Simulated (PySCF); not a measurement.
# How the method changes the shape and vibrations of AlBClFH cation

Calculated results; nothing here was measured. They come from PySCF 2.14.0, an open-source quantum chemistry program, on an isolated molecule that a program drew, which may never have been made. The molecule is AlBClFH cation (charge +1, singlet), drawn as the SMILES string `F[BH][Al+][Cl]`.

The geometry was optimised and harmonic frequencies were computed with HF and MP2, all in the cc-pV(D+d)Z basis, for the commonest isotopes, with a restricted reference for singlets and an unrestricted one otherwise, and a frozen core in MP2. Each result is a local minimum of its method.

Geometry at the HF minimum:
```xyz
5
AlBClFH cation, angstrom
F    -0.6872   -2.4781    0.4215
B    -0.0366   -1.6644   -0.3448
Al   -0.8518   -1.5263   -2.4083
Cl   -1.5614   -1.3691   -4.2961
H     0.9120   -1.0269   -0.0286
```

Lengths of the bonds as drawn, in Å (atoms numbered as above):
| bond | HF | MP2 |
|---|---|---|
| F1-B2 | 1.293 | 1.308 |
| B2-Al3 | 2.223 | 2.221 |
| Al3-Cl4 | 2.023 | 2.031 |
| B2-H5 | 1.186 | 1.196 |

Rotational constants, in GHz:
```
constant     HF    MP2
       A  39.89  39.58
       B  1.409  1.396
       C  1.361  1.349
```

Harmonic frequencies in cm^-1, each column in rising order, so a row needn't be the same motion in every method:
```
rank    HF   MP2
   1    90    81
   2   123   113
   3   258   249
   4   454   443
   5   704   692
   6   792     ?
   7  1097  1050
   8  1367  1329
   9  2848  2766
```

**Estimate the missing MP2 frequency from the HF column.**

A single factor s that minimises the squared misfit of MP2 against s times HF over the other rows is sum(HF x MP2) / sum(HF^2) = 0.9704, with an rms misfit of 7 cm^-1. For rank 6 it gives 0.9704 x 792 = 769 cm^-1. The calculation gives 757 cm^-1, 12 cm^-1 below the estimate. The drawn bonds are on average 0.6 % longer in MP2 than in HF.
